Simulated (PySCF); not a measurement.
# Correlation energy of Ni²⁺ (nickel, charge +2)

[Ar] 3d7 4s1, high-spin 5F determinant (an excited configuration). Calculation: PySCF 2.14, in aug-cc-pVDZ-DK (7s6p4d2f, 59 functions); scalar relativity by spin-free X2C-1e. Frozen: [Ar]; 8 electrons correlated.

```json
{"level": "CCSD", "correlation energy (mhartree)": "-158.95"}
{"level": "(T)", "correlation energy (mhartree)": "-2.34"}
{"level": "CCSD(T)", "correlation energy (mhartree)": "-161.29"}
```

Diagnostics: T1 = 0.0074, D1 = 0.0158, largest double amplitude 0.026.

**Question.** Is a single reference adequate?

**Answer.** Yes: T1 lies below 0.03 and no double amplitude reaches 0.07.
